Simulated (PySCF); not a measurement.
This PySCF input asks for the NMR shieldings of SMILES CCc1cc([SiH3])sc1F, C6H9FSSi; the geometry comes from GFN2-xTB.

```python
import basis_set_exchange as bse
import numpy as np
from pyscf import gto, dft
from pyscf.prop import nmr

atoms = """
C    -2.637243    0.887592    0.203169
C    -1.935627   -0.412099    0.601650
C    -0.591358   -0.513662   -0.049470
C     0.620592   -0.019249    0.492546
C     1.719084   -0.192934   -0.293741
Si    3.500129    0.295880    0.037477
S     1.288604   -0.990727   -1.778286
C    -0.363094   -1.056761   -1.275550
F    -1.279380   -1.618207   -2.072556
H    -2.027928    1.747929    0.472584
H    -3.597095    0.967397    0.708124
H    -2.808130    0.908191   -0.870835
H    -2.551225   -1.261949    0.299451
H    -1.808479   -0.442920    1.685418
H     0.672294    0.454535    1.456879
H     4.334034   -0.907080    0.042159
H     3.513242    0.950059    1.345373
H     3.942821    1.210323   -1.016048
"""
names = dict.fromkeys(["C", "Si", "S", "F", "H"], "pcSseg-1")
basis = {el: gto.basis.parse(bse.get_basis(n, elements=[el], fmt="nwchem")) for el, n in names.items()}
mol = gto.M(atom=atoms, basis=basis, charge=0, verbose=0)
mf = dft.RKS(mol, xc="PBE0")
mf.grids.level = 2
mf.grids.alignment = dft.numint.BLKSIZE   # the property module wants whole blocks of grid points
mf.conv_tol = 1e-9
mf.kernel()

calc = nmr.RKS(mf)   # GIAO
C = mf.mo_coeff
Co = C[:, mf.mo_occ > 0]
resp = mf.gen_response(singlet=True, hermi=2)
def vind(x):   # induced exchange potential for any number of trial vectors
    d = np.einsum("pi,xij,qj->xpq", C, 2 * x.reshape(-1, C.shape[1], Co.shape[1]), Co, optimize=True)
    return np.einsum("xpq,pi,qj->xij", resp(d - d.transpose(0, 2, 1)), C, Co, optimize=True).ravel()
mo1, _ = nmr.rhf.solve_mo1(calc, with_cphf=vind)
sigma = calc.kernel(mo1)
for i, s in enumerate(sigma):   # ppm
    w = np.linalg.eigvalsh((s + s.T) / 2)
    print("%2d %-2s iso %8.1f  s11 %8.1f  s22 %8.1f  s33 %8.1f" % (i, mol.atom_pure_symbol(i), w.mean(), *w))
```

Task: Give the expected output.

Result: 
```
 0 C  iso    167.2  s11    154.0  s22    161.3  s33    186.3
 1 C  iso    163.1  s11    148.2  s22    167.7  s33    173.3
 2 C  iso     56.7  s11    -13.5  s22     39.7  s33    143.9
 3 C  iso     45.3  s11    -41.1  s22     42.9  s33    134.2
 4 C  iso     63.8  s11    -20.2  s22     60.0  s33    151.7
 5 Si iso    425.8  s11    399.5  s22    414.5  s33    463.4
 6 S  iso    285.7  s11    153.7  s22    322.6  s33    380.6
 7 C  iso      6.7  s11    -57.8  s22     30.4  s33     47.3
 8 F  iso    304.8  s11    213.1  s22    281.3  s33    419.9
 9 H  iso     30.6  s11     26.1  s22     30.1  s33     35.7
10 H  iso     30.4  s11     26.3  s22     26.7  s33     38.4
11 H  iso     30.5  s11     25.8  s22     30.2  s33     35.5
12 H  iso     28.8  s11     24.2  s22     28.4  s33     33.8
13 H  iso     29.3  s11     24.3  s22     28.3  s33     35.1
14 H  iso     24.7  s11     21.3  s22     24.6  s33     28.3
15 H  iso     27.1  s11     23.2  s22     25.5  s33     32.6
16 H  iso     27.2  s11     23.5  s22     26.3  s33     31.9
17 H  iso     27.1  s11     23.2  s22     25.5  s33     32.6
```

These numbers come from an equivalent density-fitted implementation of the same equations, which agrees with the script to about 0.01 ppm for H and up to a few tenths of a ppm for heavy atoms, so last digits may differ.

Task: Turn these shieldings into chemical shifts. Referencing at the same level of theory: 13C (σ = 186.93 ppm) and 29Si (σ = 349.16 ppm) and 1H (σ = 31.72 ppm) against TMS; 33S (σ = 503.73 ppm) vs CS2; 19F (σ = 170.95 ppm) vs CFCl3.

Result: Averaging equivalent atoms: C 7: 180.3; C 3: 141.6; C 2: 130.2; C 4: 123.1; C 1: 23.9; C 0: 19.7; Si 5: -76.6; S 6: 218; F 8: -133.8; H 14: 6.98; H 15/16/17: 4.57; H 12/13: 2.67; H 9/10/11: 1.20 ppm. Unscaled 19F shifts against computed CFCl3 carry errors that often reach 10 to 50 ppm.

Size and cost of the density-fitted run: 212 basis functions, 84 s wall time on 1 thread of an Arm Neoverse N1, shared host; peak memory 0.95 GiB.
